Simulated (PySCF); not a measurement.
Gas-phase reaction: 2 InH + 3 F2 → 2 InF3 + H2

Computed with PySCF (xtb for GFN2) and rigid-rotor harmonic-oscillator thermochemistry at 1 bar. † marks an energy on the PBE0/def2-TZVP geometry and frequencies; other levels use their own. MP2 and CCSD(T) freeze the core. All species are closed-shell singlets. In: scalar-relativistic def2 core potential, no spin-orbit coupling. InH: computed as isolated molecules; such fragments, hydroxides, amides, oligomers or adducts are transient or little studied in the gas. MP2 isn't extrapolated to the basis-set limit; its ΔH°(298 K) is -1964.2 kJ in def2-SVP and -1954.7 kJ in def2-TZVPP. CCSD(T) isn't extrapolated to the basis-set limit; its ΔH°(298 K) is -1801.7 kJ in def2-SVP and -1845.2 kJ in def2-TZVPP. The harmonic model lacks anharmonicity and excited electronic states, which grow with temperature; levels with a mode under 35 cm⁻¹ are left out.

```json
[
 {"level": "CCSD(T)/def2-SVP†", "ΔE electronic, kJ": "-1816", "ΔH°(298 K), kJ": "-1802", "ΔS°(298 K), J/K": "-271", "ΔG°(1000 K), kJ": "-1542"},
 {"level": "CCSD(T)/def2-TZVPP†", "ΔE electronic, kJ": "-1859", "ΔH°(298 K), kJ": "-1845", "ΔS°(298 K), J/K": "-271", "ΔG°(1000 K), kJ": "-1585"},
 {"level": "GFN2-xTB", "ΔE electronic, kJ": "-1473", "ΔH°(298 K), kJ": "-1460", "ΔS°(298 K), J/K": "-231", "ΔG°(1000 K), kJ": "-1239"},
 {"level": "HF/def2-TZVP†", "ΔE electronic, kJ": "-1974", "ΔH°(298 K), kJ": "-1959", "ΔS°(298 K), J/K": "-271", "ΔG°(1000 K), kJ": "-1699"},
 {"level": "MP2/def2-SVP†", "ΔE electronic, kJ": "-1978", "ΔH°(298 K), kJ": "-1964", "ΔS°(298 K), J/K": "-271", "ΔG°(1000 K), kJ": "-1704"},
 {"level": "MP2/def2-TZVPP†", "ΔE electronic, kJ": "-1969", "ΔH°(298 K), kJ": "-1955", "ΔS°(298 K), J/K": "-271", "ΔG°(1000 K), kJ": "-1694"},
 {"level": "PBE/def2-SVP", "ΔE electronic, kJ": "-1701", "ΔH°(298 K), kJ": "-1685", "ΔS°(298 K), J/K": "-267", "ΔG°(1000 K), kJ": "-1428"},
 {"level": "PBE0/def2-QZVP†", "ΔE electronic, kJ": "-1866", "ΔH°(298 K), kJ": "-1852", "ΔS°(298 K), J/K": "-271", "ΔG°(1000 K), kJ": "-1592"},
 {"level": "ωB97M-V/def2-TZVP†", "ΔE electronic, kJ": "-1874", "ΔH°(298 K), kJ": "-1860", "ΔS°(298 K), J/K": "-271", "ΔG°(1000 K), kJ": "-1600"}
]
```
ΔH° is lowest at MP2/def2-SVP† and highest at GFN2-xTB. No reference value is set beside these.
